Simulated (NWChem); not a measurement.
System: AlN$_{2}$H$_{5}$O; SMILES [NH2][Al]([NH2])[OH]

NWChem input:

```
start job
memory heap 200 mb stack 900 mb global 1100 mb
geometry units angstroms noautoz
  Al     0.022437    -0.003580     0.007627
  O      1.736197     0.180235     0.027879
  H      2.339654    -0.547706     0.235257
  N     -0.777275    -1.600258    -0.003426
  H     -0.312439    -2.497831    -0.146788
  H     -1.782948    -1.748206     0.097868
  N     -0.927933     1.501285     0.002260
  H     -1.933449     1.580707    -0.151213
  H     -0.511836     2.429312     0.092860
end
basis spherical
  * library def2-svp
end
dft
  xc b3lyp
  grid coarse
  iterations 150
  mulliken
end
task dft gradient
```

Parts of the log:

```
             Northwest Computational Chemistry Package (NWChem) 7.3.0
             --------------------------------------------------------

 C1  symmetry detected

                             Geometry "geometry" -> ""
                             -------------------------

 Output coordinates in angstroms (scale by  1.889725989 to convert to a.u.)

  No.       Tag          Charge          X              Y              Z
 ---- ---------------- ---------- -------------- -------------- --------------
    1 Al                  13.0000     0.02102387     0.00363643    -0.00379382
    2 O                    8.0000     1.63943233     0.59677859    -0.01418061
    3 H                    1.0000     2.40445693     0.03791626     0.18450091
    4 N                    7.0000    -0.36852331    -1.73913203     0.00349911
    5 H                    1.0000     0.29732036    -2.49852705    -0.14561115
    6 H                    1.0000    -1.30668258    -2.12531453     0.12286212
    7 N                    7.0000    -1.26527948     1.23376681     0.00352378
    8 H                    1.0000    -2.26250131     1.06648418    -0.13245186
    9 H                    1.0000    -1.08474280     2.23549543     0.08430420

 Effective nuclear repulsion energy (a.u.)     159.0906903379

                                 NWChem DFT Module
                                 -----------------

 Summary of "ao basis" -> "ao basis" (spherical)
 ------------------------------------------------------------------------------
       Tag                 Description            Shells   Functions and Types
 ---------------- ------------------------------  ------  ---------------------
 Al                         def2-svp                 8       18   4s3p1d
 O                          def2-svp                 6       14   3s2p1d
 H                          def2-svp                 3        5   2s1p
 N                          def2-svp                 6       14   3s2p1d

            General Information
            -------------------
          SCF calculation type: DFT
          Wavefunction type:  closed shell.
          No. of atoms     :     9
          No. of electrons :    40
           Alpha electrons :    20
            Beta electrons :    20
          Charge           :     0
          Spin multiplicity:     1
          Use of symmetry is: off; symmetry adaption is: off
          Maximum number of iterations: 150
          AO basis - number of functions:    85
                     number of shells:    41
          Convergence on energy requested:  1.00D-06
          Convergence on density requested:  1.00D-05
          Convergence on gradient requested:  5.00D-04

              XC Information
              --------------
                         B3LYP Method XC Potential
                     Hartree-Fock (Exact) Exchange  0.200
                        Slater Exchange Functional  0.800 local
                    Becke 1988 Exchange Functional  0.720 non-local
              Lee-Yang-Parr Correlation Functional  0.810
                  VWN I RPA Correlation Functional  0.190 local

             Grid Information
             ----------------
          Grid used for XC integration:  coarse
          Radial quadrature: Mura-Knowles
          Angular quadrature: Lebedev.
          Tag              B.-S. Rad. Rad. Pts. Rad. Cut. Ang. Pts.
          ---              ---------- --------- --------- ---------
          Al                  1.25       70           8.0       302
          O                   0.60       35          10.0       302
          H                   0.35       35          12.0       302
          N                   0.65       35          10.0       302
          Grid pruning is: on
          Number of quadrature shells:   350
          Spatial weights used:  Erf1

      Superposition of Atomic Density Guess
      -------------------------------------

 Sum of atomic energies:        -427.46732930

      Non-variational initial energy
      ------------------------------

 Total energy =    -428.756166
 1-e energy   =    -904.897258
 2-e energy   =     317.050401
 HOMO         =      -0.348928
 LUMO         =      -0.032349

     ---------------------------------------------
      Total Density - Mulliken Population Analysis
     ---------------------------------------------

    Atom       Charge   Shell Charges
 -----------   ------   -------------------------------------------------------
    1 Al  13    11.69   2.00  1.99  0.63  0.04  5.93  0.57  0.27  0.26
    2 O    8     8.90   1.99  1.11  0.65  3.14  2.01  0.00
    3 H    1     0.64   0.52  0.07  0.06
    4 N    7     7.90   1.99  1.03  0.47  2.62  1.78  0.00
    5 H    1     0.74   0.58  0.12  0.04
    6 H    1     0.74   0.58  0.12  0.04
    7 N    7     7.89   1.99  1.03  0.47  2.63  1.78  0.00
    8 H    1     0.74   0.58  0.12  0.04
    9 H    1     0.74   0.58  0.12  0.04

   convergence    iter        energy       DeltaE   RMS-Dens  Diis-err
 ---------------- ----- ----------------- --------- --------- ---------
 d= 0,ls=0.0,diis     1   -429.9895284051 -5.89D+02  1.49D-02  9.22D-01
 d= 0,ls=0.0,diis     2   -429.9196481101  6.99D-02  8.56D-03  1.72D+00
 d= 0,ls=0.0,diis     3   -430.0905835713 -1.71D-01  1.39D-03  2.77D-02
 d= 0,ls=0.0,diis     4   -430.0922212255 -1.64D-03  6.61D-04  1.01D-02
 d= 0,ls=0.0,diis     5   -430.0932585546 -1.04D-03  1.20D-04  2.38D-04
  Resetting Diis
 d= 0,ls=0.0,diis     6   -430.0932850430 -2.65D-05  2.18D-05  2.74D-06
 d= 0,ls=0.0,diis     7   -430.0932854038 -3.61D-07  7.59D-06  2.20D-07

         Total DFT energy =     -430.093285403825
      One electron energy =     -910.415633434982
           Coulomb energy =      364.319873797674
    Exchange-Corr. energy =      -43.088216104405
 Nuclear repulsion energy =      159.090690337888

 Numeric. integr. density =       39.999949946636

                       DFT Final Molecular Orbital Analysis
                       ------------------------------------

 Vector   18  Occ=2.000000D+00  E=-2.991274D-01
              MO Center=  1.4D+00,  4.8D-01,  1.5D-03, r^2= 1.5D+00
   Bfn.  Coefficient  Atom+Function         Bfn.  Coefficient  Atom+Function
  ----- ------------  ---------------      ----- ------------  ---------------
    24      0.521137  2 O  pz                27      0.394966  2 O  pz
    23      0.226613  2 O  py                26      0.165547  2 O  py
    13      0.150205  1 Al pz                10      0.109217  1 Al pz
    43     -0.089717  4 N  pz                67     -0.089001  7 N  pz
     7     -0.072181  1 Al pz                46      0.060054  4 N  pz

 Vector   19  Occ=2.000000D+00  E=-2.487309D-01
              MO Center= -4.1D-01, -4.8D-01,  2.1D-03, r^2= 3.4D+00
   Bfn.  Coefficient  Atom+Function         Bfn.  Coefficient  Atom+Function
  ----- ------------  ---------------      ----- ------------  ---------------
    43      0.405317  4 N  pz                46     -0.345220  4 N  pz
    67      0.306936  7 N  pz                70     -0.255525  7 N  pz
    24      0.214443  2 O  pz                27      0.179916  2 O  pz
    13     -0.141918  1 Al pz                10     -0.097777  1 Al pz
    41      0.066417  4 N  px                 7      0.065315  1 Al pz

 Vector   20  Occ=2.000000D+00  E=-2.282133D-01
              MO Center= -8.9D-01,  8.7D-02,  8.6D-03, r^2= 3.1D+00
   Bfn.  Coefficient  Atom+Function         Bfn.  Coefficient  Atom+Function
  ----- ------------  ---------------      ----- ------------  ---------------
    67      0.449369  7 N  pz                70     -0.398851  7 N  pz
    43     -0.357913  4 N  pz                46      0.322658  4 N  pz
    15     -0.066002  1 Al d -1              41     -0.052963  4 N  px
    65     -0.049910  7 N  px                44      0.046907  4 N  px
    68      0.043663  7 N  px                11      0.030633  1 Al px

 Vector   21  Occ=0.000000D+00  E= 2.478108D-03
              MO Center=  1.2D-01, -2.6D-01,  2.0D-02, r^2= 6.2D+00
   Bfn.  Coefficient  Atom+Function         Bfn.  Coefficient  Atom+Function
  ----- ------------  ---------------      ----- ------------  ---------------
     4      1.156154  1 Al s                 40     -0.665614  4 N  s
    64     -0.525773  7 N  s                 21     -0.395592  2 O  s
    53      0.231820  5 H  s                 58      0.227863  6 H  s
    34      0.222060  3 H  s                 77      0.202132  8 H  s
    39     -0.172670  4 N  s                 82      0.160899  9 H  s

 Vector   22  Occ=0.000000D+00  E= 5.855299D-02
              MO Center=  9.0D-03, -9.4D-03,  4.9D-03, r^2= 4.3D+00
   Bfn.  Coefficient  Atom+Function         Bfn.  Coefficient  Atom+Function
  ----- ------------  ---------------      ----- ------------  ---------------
    13      0.913942  1 Al pz                70     -0.270720  7 N  pz
    10      0.267549  1 Al pz                46     -0.267616  4 N  pz
    43      0.219667  4 N  pz                67      0.218245  7 N  pz
    27     -0.212961  2 O  pz                24     -0.201462  2 O  pz
     7     -0.151187  1 Al pz                58     -0.054471  6 H  s

 Vector   23  Occ=0.000000D+00  E= 7.139207D-02
              MO Center=  1.4D-01,  3.0D-01,  6.2D-02, r^2= 7.8D+00
   Bfn.  Coefficient  Atom+Function         Bfn.  Coefficient  Atom+Function
  ----- ------------  ---------------      ----- ------------  ---------------
    64      0.945428  7 N  s                 11      0.661774  1 Al px
    34      0.620163  3 H  s                 21     -0.607127  2 O  s
    82     -0.502123  9 H  s                 77     -0.485431  8 H  s
    40      0.201646  4 N  s                 26      0.179429  2 O  py
    23      0.146511  2 O  py                25     -0.139456  2 O  px

     ---------------------------------------------
      Total Density - Mulliken Population Analysis
     ---------------------------------------------

    Atom       Charge   Shell Charges
 -----------   ------   -------------------------------------------------------
    1 Al  13    12.24   2.00  1.98  0.67  0.00  5.92  0.83  0.48  0.36
    2 O    8     8.48   1.99  1.06  0.66  2.88  1.88  0.01
    3 H    1     0.82   0.68  0.07  0.07
    4 N    7     7.46   1.99  0.97  0.46  2.46  1.58  0.01
    5 H    1     0.89   0.71  0.13  0.04
    6 H    1     0.89   0.71  0.13  0.04
    7 N    7     7.45   1.99  0.97  0.46  2.46  1.57  0.01
    8 H    1     0.89   0.71  0.13  0.04
    9 H    1     0.88   0.71  0.13  0.04

     -------------------------------------------
      Total Density - Lowdin Population Analysis
     -------------------------------------------

    Atom       Charge   Shell Charges
 -----------   ------   -------------------------------------------------------
    1 Al  13    12.57   2.00  1.93  0.47  0.17  5.81  0.98  0.63  0.59
    2 O    8     8.26   1.97  0.87  0.61  2.72  2.08  0.01
    3 H    1     0.92   0.56  0.18  0.18
    4 N    7     7.26   1.97  0.71  0.45  2.25  1.87  0.02
    5 H    1     0.94   0.59  0.22  0.12
    6 H    1     0.93   0.59  0.22  0.12
    7 N    7     7.25   1.97  0.70  0.45  2.25  1.87  0.02
    8 H    1     0.94   0.59  0.22  0.12
    9 H    1     0.93   0.59  0.22  0.12

     Multipole analysis of the density
     ---------------------------------

     L   x y z        total         alpha         beta         nuclear
     -   - - -        -----         -----         ----         -------
     0   0 0 0     -0.000000    -20.000000    -20.000000     40.000000

     1   1 0 0     -0.229382     -0.114691     -0.114691     -0.000000
     1   0 1 0     -0.611873     -0.305937     -0.305937      0.000000
     1   0 0 1      0.074764      0.037382      0.037382      0.000000

     2   2 0 0    -18.585891    -94.172957    -94.172957    169.760023
     2   1 1 0     -2.554049      1.089641      1.089641     -4.733332
     2   1 0 1      0.672188     -0.058071     -0.058071      0.788331
     2   0 2 0    -20.048618   -102.108702   -102.108702    184.168785
     2   0 1 1      0.256636     -0.008893     -0.008893      0.274422
     2   0 0 2    -23.156903    -11.751572    -11.751572      0.346241

            General Information
            -------------------
          SCF calculation type: DFT
          Wavefunction type:  closed shell.
          No. of atoms     :     9
          No. of electrons :    40
           Alpha electrons :    20
            Beta electrons :    20
          Charge           :     0
          Spin multiplicity:     1
          Use of symmetry is: off; symmetry adaption is: off
          Maximum number of iterations: 150
          AO basis - number of functions:    85
                     number of shells:    41
          Convergence on energy requested:  1.00D-06
          Convergence on density requested:  1.00D-05
          Convergence on gradient requested:  5.00D-04

              XC Information
              --------------
                         B3LYP Method XC Potential
                     Hartree-Fock (Exact) Exchange  0.200
                        Slater Exchange Functional  0.800 local
                    Becke 1988 Exchange Functional  0.720 non-local
              Lee-Yang-Parr Correlation Functional  0.810
                  VWN I RPA Correlation Functional  0.190 local

             Grid Information
             ----------------
          Grid used for XC integration:  coarse
          Radial quadrature: Mura-Knowles
          Angular quadrature: Lebedev.
          Tag              B.-S. Rad. Rad. Pts. Rad. Cut. Ang. Pts.
          ---              ---------- --------- --------- ---------
          Al                  1.25       70           8.0       302
          O                   0.60       35          10.0       302
          H                   0.35       35          12.0       302
          N                   0.65       35          10.0       302
          Grid pruning is: on
          Number of quadrature shells:   350
          Spatial weights used:  Erf1

          Convergence Information
          -----------------------
          Convergence aids based upon iterative change in
          total energy or number of iterations.
          Levelshifting, if invoked, occurs when the
          HOMO/LUMO gap drops below (HL_TOL):  1.00D-02
          DIIS, if invoked, will attempt to extrapolate
          using up to (NFOCK): 10 stored Fock matrices.

                    Damping( 0%)  Levelshifting(0.5)       DIIS
                  --------------- ------------------- ---------------
          dE  on:    start            ASAP                start
          dE off:    2 iters        150 iters           150 iters

                            NWChem DFT Gradient Module
                            --------------------------

  charge          =   0.00
  wavefunction    = closed shell

                         DFT ENERGY GRADIENTS

    atom               coordinates                        gradient
                 x          y          z           x          y          z
   1 Al      0.039729   0.006872  -0.007169   -0.000749  -0.001753   0.000151
   2 O       3.098078   1.127748  -0.026797   -0.000319   0.007661  -0.001950
   3 H       4.543765   0.071651   0.348656    0.005296  -0.004817   0.001734
   4 N      -0.696408  -3.286483   0.006612    0.000075   0.001792   0.000233
   5 H       0.561854  -4.721532  -0.275165    0.003680  -0.003813  -0.000890
   6 H      -2.469272  -4.016262   0.232176   -0.005152  -0.001942   0.000698
   7 N      -2.391032   2.331481   0.006659    0.001277  -0.001292   0.000375
   8 H      -4.275508   2.015363  -0.250298   -0.005270  -0.001147  -0.000869
   9 H      -2.049867   4.224474   0.159312    0.001162   0.005313   0.000518
```

Level: B3LYP/def2-SVP. Geometry: optimised at PBE-D3(BJ)/def2-SVP.
